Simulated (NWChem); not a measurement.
System: CaCl₂; SMILES [Cl][Ca][Cl]

Output (shortened):

```
             Northwest Computational Chemistry Package (NWChem) 7.3.0
             --------------------------------------------------------

                             Geometry "geometry" -> ""
                             -------------------------

 Output coordinates in angstroms (scale by  1.889725989 to convert to a.u.)

  No.       Tag          Charge          X              Y              Z
 ---- ---------------- ---------- -------------- -------------- --------------
    1 Ca                  20.0000     0.00000000     0.00000000    -0.04575300
    2 Cl                  17.0000     2.45537900     0.00000000    -0.04773000
    3 Cl                  17.0000    -2.45537900     0.00000000    -0.04773000

 Effective nuclear repulsion energy (a.u.)     177.6941666268

                                 NWChem DFT Module
                                 -----------------

 Summary of "ao basis" -> "ao basis" (spherical)
 ------------------------------------------------------------------------------
       Tag                 Description            Shells   Functions and Types
 ---------------- ------------------------------  ------  ---------------------
 Ca                          6-31g*                 10       22   5s4p1d
 Cl                          6-31g*                  8       18   4s3p1d

            General Information
            -------------------
          SCF calculation type: DFT
          Wavefunction type:  closed shell.
          No. of atoms     :     3
          No. of electrons :    54
           Alpha electrons :    27
            Beta electrons :    27
          Charge           :     0
          Spin multiplicity:     1
          Use of symmetry is: off; symmetry adaption is: off
          Maximum number of iterations: 150
          AO basis - number of functions:    58
                     number of shells:    26
          Convergence on energy requested:  1.00D-06
          Convergence on density requested:  1.00D-05
          Convergence on gradient requested:  5.00D-04

              XC Information
              --------------
                  TPSS metaGGA Exchange Functional  1.000
             TPSS03 metaGGA Correlation Functional  1.000

             Grid Information
             ----------------
          Grid used for XC integration:  medium
          Radial quadrature: Mura-Knowles
          Angular quadrature: Lebedev.
          Tag              B.-S. Rad. Rad. Pts. Rad. Cut. Ang. Pts.
          ---              ---------- --------- --------- ---------
          Ca                  1.80      112          10.0       590
          Cl                  1.00       88          12.0       590
          Grid pruning is: on
          Number of quadrature shells:   288
          Spatial weights used:  Erf1

      Superposition of Atomic Density Guess
      -------------------------------------

 Sum of atomic energies:       -1595.60908850

      Non-variational initial energy
      ------------------------------

 Total energy =   -1595.742414
 1-e energy   =   -2550.517235
 2-e energy   =     777.080654
 HOMO         =      -0.462889
 LUMO         =      -0.106837

   convergence    iter        energy       DeltaE   RMS-Dens  Diis-err
 ---------------- ----- ----------------- --------- --------- ---------
 d= 0,ls=0.0,diis     1  -1598.0574056445 -1.78D+03  2.44D-02  3.56D-01
 d= 0,ls=0.0,diis     2  -1598.0318888877  2.55D-02  1.48D-02  4.28D-01
 d= 0,ls=0.0,diis     3  -1598.1056217010 -7.37D-02  2.04D-03  1.14D-02
 d= 0,ls=0.0,diis     4  -1598.1076696894 -2.05D-03  2.69D-04  1.62D-04
 d= 0,ls=0.0,diis     5  -1598.1076931336 -2.34D-05  2.70D-05  4.20D-06
 d= 0,ls=0.0,diis     6  -1598.1076936910 -5.57D-07  6.45D-06  4.46D-08

         Total DFT energy =    -1598.107693691044
      One electron energy =    -2554.359927624829
           Coulomb energy =      871.407273146714
    Exchange-Corr. energy =      -92.849205839725
 Nuclear repulsion energy =      177.694166626796

 Numeric. integr. density =       53.999999863198

                       DFT Final Molecular Orbital Analysis
                       ------------------------------------

 Vector   25  Occ=2.000000D+00  E=-2.575175D-01
              MO Center= -2.9D-06,  2.3D-07, -4.8D-02, r^2= 6.9D+00
   Bfn.  Coefficient  Atom+Function         Bfn.  Coefficient  Atom+Function
  ----- ------------  ---------------      ----- ------------  ---------------
    31      0.483091  2 Cl pz                49     -0.483092  3 Cl pz
    35      0.292329  2 Cl pz                53     -0.292329  3 Cl pz
    27     -0.192598  2 Cl pz                45      0.192598  3 Cl pz
    21     -0.112517  1 Ca d  1

 Vector   26  Occ=2.000000D+00  E=-2.547803D-01
              MO Center=  2.9D-06,  1.1D-07, -4.8D-02, r^2= 7.1D+00
   Bfn.  Coefficient  Atom+Function         Bfn.  Coefficient  Atom+Function
  ----- ------------  ---------------      ----- ------------  ---------------
    31      0.484299  2 Cl pz                49      0.484299  3 Cl pz
    35      0.288376  2 Cl pz                53      0.288375  3 Cl pz
    27     -0.192733  2 Cl pz                45     -0.192733  3 Cl pz
    13      0.107966  1 Ca pz                 9     -0.040995  1 Ca pz
     5      0.026593  1 Ca pz

 Vector   27  Occ=2.000000D+00  E=-2.547803D-01
              MO Center=  2.9D-06, -1.1D-07, -4.8D-02, r^2= 7.1D+00
   Bfn.  Coefficient  Atom+Function         Bfn.  Coefficient  Atom+Function
  ----- ------------  ---------------      ----- ------------  ---------------
    30      0.484300  2 Cl py                48      0.484299  3 Cl py
    34      0.288376  2 Cl py                52      0.288375  3 Cl py
    26     -0.192733  2 Cl py                44     -0.192733  3 Cl py
    12      0.107966  1 Ca py                 8     -0.040995  1 Ca py
     4      0.026593  1 Ca py

 Vector   28  Occ=0.000000D+00  E=-9.098359D-02
              MO Center= -1.0D-08,  3.3D-08, -4.2D-02, r^2= 6.3D+00
   Bfn.  Coefficient  Atom+Function         Bfn.  Coefficient  Atom+Function
  ----- ------------  ---------------      ----- ------------  ---------------
    14      0.647524  1 Ca s                 10      0.505301  1 Ca s
     6      0.268669  1 Ca s                 22     -0.176503  1 Ca d  2
    32     -0.169829  2 Cl s                 50     -0.169829  3 Cl s
    29      0.141746  2 Cl px                47     -0.141746  3 Cl px
    20      0.101904  1 Ca d  0              28     -0.099624  2 Cl s

 Vector   29  Occ=0.000000D+00  E=-2.523210D-02
              MO Center= -5.3D-11, -1.3D-05, -4.5D-02, r^2= 1.0D+01
   Bfn.  Coefficient  Atom+Function         Bfn.  Coefficient  Atom+Function
  ----- ------------  ---------------      ----- ------------  ---------------
    16      0.687567  1 Ca py                12      0.440254  1 Ca py
    34     -0.161171  2 Cl py                52     -0.161171  3 Cl py
    30     -0.156453  2 Cl py                48     -0.156453  3 Cl py
     4      0.066141  1 Ca py                26      0.059514  2 Cl py
    44      0.059514  3 Cl py                 8     -0.028169  1 Ca py

 Vector   30  Occ=0.000000D+00  E=-2.523196D-02
              MO Center=  9.8D-11,  1.3D-05, -4.9D-02, r^2= 1.0D+01
   Bfn.  Coefficient  Atom+Function         Bfn.  Coefficient  Atom+Function
  ----- ------------  ---------------      ----- ------------  ---------------
    17      0.687567  1 Ca pz                13      0.440252  1 Ca pz
    35     -0.161170  2 Cl pz                53     -0.161170  3 Cl pz
    31     -0.156453  2 Cl pz                49     -0.156453  3 Cl pz
     5      0.066141  1 Ca pz                27      0.059514  2 Cl pz
    45      0.059514  3 Cl pz                 9     -0.028169  1 Ca pz

     Multipole analysis of the density
     ---------------------------------

     L   x y z        total         alpha         beta         nuclear
     -   - - -        -----         -----         ----         -------
     0   0 0 0     -0.000000    -27.000000    -27.000000     54.000000

     1   1 0 0      0.000000      0.000000      0.000000      0.000000
     1   0 1 0     -0.000000     -0.000000     -0.000000      0.000000
     1   0 0 1      0.005194      2.400546      2.400546     -4.795898

     2   2 0 0    -54.742251   -393.373301   -393.373301    732.004352
     2   1 1 0      0.000000      0.000000      0.000000      0.000000
     2   1 0 1     -0.000000     -0.000000     -0.000000      0.000000
     2   0 2 0    -28.848446    -14.424223    -14.424223      0.000000
     2   0 1 1     -0.000000     -0.000000     -0.000000      0.000000
     2   0 0 2    -28.849360    -14.637737    -14.637737      0.426113

            General Information
            -------------------
          SCF calculation type: DFT
          Wavefunction type:  closed shell.
          No. of atoms     :     3
          No. of electrons :    54
           Alpha electrons :    27
            Beta electrons :    27
          Charge           :     0
          Spin multiplicity:     1
          Use of symmetry is: off; symmetry adaption is: off
          Maximum number of iterations: 150
          AO basis - number of functions:    58
                     number of shells:    26
          Convergence on energy requested:  1.00D-06
          Convergence on density requested:  1.00D-05
          Convergence on gradient requested:  5.00D-04

              XC Information
              --------------
                  TPSS metaGGA Exchange Functional  1.000
             TPSS03 metaGGA Correlation Functional  1.000

             Grid Information
             ----------------
          Grid used for XC integration:  medium
          Radial quadrature: Mura-Knowles
          Angular quadrature: Lebedev.
          Tag              B.-S. Rad. Rad. Pts. Rad. Cut. Ang. Pts.
          ---              ---------- --------- --------- ---------
          Ca                  1.80      112          10.0       590
          Cl                  1.00       88          12.0       590
          Grid pruning is: on
          Number of quadrature shells:   288
          Spatial weights used:  Erf1

          Convergence Information
          -----------------------
          Convergence aids based upon iterative change in
          total energy or number of iterations.
          Levelshifting, if invoked, occurs when the
          HOMO/LUMO gap drops below (HL_TOL):  1.00D-02
          DIIS, if invoked, will attempt to extrapolate
          using up to (NFOCK): 10 stored Fock matrices.

                    Damping( 0%)  Levelshifting(0.5)       DIIS
                  --------------- ------------------- ---------------
          dE  on:    start            ASAP                start
          dE off:    2 iters        150 iters           150 iters

                            NWChem DFT Gradient Module
                            --------------------------

  charge          =   0.00
  wavefunction    = closed shell

                         DFT ENERGY GRADIENTS

    atom               coordinates                        gradient
                 x          y          z           x          y          z
   1 Ca      0.000000   0.000000  -0.086461   -0.000000   0.000000  -0.000014
   2 Cl      4.639994   0.000000  -0.090197   -0.018957  -0.000000   0.000007
   3 Cl     -4.639994   0.000000  -0.090197    0.018957  -0.000000   0.000007
```

Level: TPSS/6-31G* (spherical d). Coordinates come from a PBE0-D3(BJ)/def2-TZVP optimisation.

Task: Which NWChem input produces such a log?

Result: Several could match; the one computed here: the input that was run:
```
start job
memory heap 200 mb stack 900 mb global 1100 mb
geometry units angstroms noautosym nocenter noautoz
  Ca     0.000000     0.000000    -0.045753
  Cl     2.455379     0.000000    -0.047730
  Cl    -2.455379     0.000000    -0.047730
end
basis spherical
  * library 6-31g*
end
dft
  xc xtpss03 ctpss03
  iterations 150
end
task dft gradient
```
